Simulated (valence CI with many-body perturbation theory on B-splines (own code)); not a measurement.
Results of a calculation; reference values are marked as such.
Hyperfine factors and g values of Tm55+

Method: valence CI with perturbative core correlation (CI+MBPT): four valence electrons over a frozen Dirac-Fock core [Ne], a basis of 11 s, 11 p, 10 d, 8 f, 5 g, 2 h functions for each j, with the one-electron correlation potential Σ1 (screened to all orders), the two-electron term Σ2, the three-electron term Σ3, Breit, model QED; selected single and double excitations, second order for the rest, scaled by the run's own slope (own B-spline code, finite nucleus).

No measured spectrum was set against this ion. As an estimate, large intervals hold to a few tenths of a per cent, small ones and those within an open d or f shell to about a per cent. Among the levels kept, up to 570 cm⁻¹ of a level comes from second order outside the variational space, and about a tenth of that is noise between levels of different J, which matters for small intervals.

A/g_I is the dipole constant over the nuclear g factor μ/I (μ in nuclear magnetons, uniformly magnetised nucleus), B/Q the quadrupole constant per barn. Both hold the static response of the core; the bare values leave it out. Large factors of s and p1/2 electrons are usually good to 5 to 10 %; those of open d and f shells near neutrality can be off by tens of per cent, and small factors of p3/2, d and f electrons come from cancelling terms and can be off by a factor of two or in sign, in half-filled shells by more. B is blank for J = 1/2, where it vanishes, and for nearly pure S terms. Energies count from the lowest level. Levels with J = 0 are left out.

Levels are named by their leading jj configuration (3d3/2^4 stands for four electrons in 3d with j = 3/2), which in mixed levels can hold well under half, so a name can repeat and another be missing. Letters in brackets count levels of one name in rising energy.

```
                         Level  E (eV)      g  A/g_I (MHz)  A/g_I bare  B/Q (MHz/b)  B/Q bare
        (3s^2 3p1/2 3p3/2) J=1  247.02  1.491      -127000     -121000       166000    164000
        (3s^2 3p1/2 3p3/2) J=2  255.66  1.167       464000      457000       303000    298000
        (3s 3p1/2^2 3p3/2) J=2  397.55  1.537      1120000     1100000       304000    300000
        (3s 3p1/2^2 3p3/2) J=1  423.51  1.037      -719000     -699000       183000    181000
        (3s^2 3p1/2 3d3/2) J=2  448.59  0.754       406000      401000        65900     67600
        (3s^2 3p1/2 3d3/2) J=1  487.61  0.877      -323000     -312000        49400     49900
            (3s^2 3p3/2^2) J=2  509.10  1.310       173000      172000        29600     29200
        (3s^2 3p1/2 3d5/2) J=2  524.30  1.293      -134000     -128000        41400     43100
        (3s^2 3p1/2 3d5/2) J=3  525.16  1.109       260000      257000        45700     47900
        (3s 3p1/2^2 3d3/2) J=1  602.79  0.429      -902000     -879000        27000     27900
        (3s 3p1/2^2 3d3/2) J=2  609.32  1.138      1050000     1030000        52200     53800
    (3s 3p1/2 3p3/2^2) J=2 [a]  638.29  1.519       730000      718000        90200     88900
        (3s 3p1/2 3p3/2^2) J=3  654.47  1.310       971000      954000        21100     20900
        (3s 3p1/2^2 3d5/2) J=3  674.10  1.351       703000      692000        49100     51300
    (3s 3p1/2 3p3/2^2) J=1 [a]  678.49  1.270       879000      863000      -239000   -236000
    (3s 3p1/2 3p3/2^2) J=2 [b]  679.19  1.082       109000      110000       -23800    -23300
        (3s 3p1/2^2 3d5/2) J=2  686.88  1.022      -597000     -580000        30200     32300
    (3s 3p1/2 3p3/2^2) J=1 [b]  689.15  1.350       606000      598000       166000    164000
        (3s^2 3p3/2 3d3/2) J=3  729.84  1.092       156000      157000       348000    346000
        (3s^2 3p3/2 3d3/2) J=2  732.48  1.060        40200       43200       -28400    -28000
        (3s^2 3p3/2 3d3/2) J=1  733.31  1.122       194000      194000      -159000   -158000
        (3s^2 3p3/2 3d5/2) J=4  766.04  1.239        86100       87400       406000    404000
        (3s^2 3p3/2 3d5/2) J=2  774.16  1.240        74100       75900      -215000   -212000
        (3s^2 3p3/2 3d5/2) J=3  796.83  1.193       100000      101000         8080     10000
        (3s^2 3p3/2 3d5/2) J=1  805.66  1.075       -21600      -18100        53600     53700
(3s 3p1/2 3p3/2 3d3/2) J=2 [a]  822.93  1.186       280000      279000        10100     10100
(3s 3p1/2 3p3/2 3d3/2) J=1 [a]  833.01  1.148       441000      436000      -154000   -153000
(3s 3p1/2 3p3/2 3d3/2) J=3 [a]  837.80  1.139       639000      629000        83900     83600
(3s 3p1/2 3p3/2 3d3/2) J=2 [b]  840.14  1.173       351000      348000       -46400    -46200
    (3s 3p1/2 3p3/2 3d3/2) J=4  853.01  1.171       758000      746000       280000    278000
(3s 3p1/2 3p3/2 3d3/2) J=2 [c]  865.96  0.907       430000      424000      -105000   -103000
(3s 3p1/2 3p3/2 3d3/2) J=3 [b]  871.37  1.306       680000      670000       278000    274000
(3s 3p1/2 3p3/2 3d3/2) J=1 [b]  875.81  1.745      1600000     1570000       102000    101000
(3s 3p1/2 3p3/2 3d3/2) J=2 [d]  876.79  1.404       800000      788000        74500     72100
```

Take the isotope of mass number 171, with I = 1/2, μ = -0.23 μN. What is the hyperfine structure of (3s^2 3p3/2^2) J=2?

From the table A = -79400 MHz. Shifts from the centre of gravity in MHz: F = 3/2: 119000, F = 5/2: -79400.
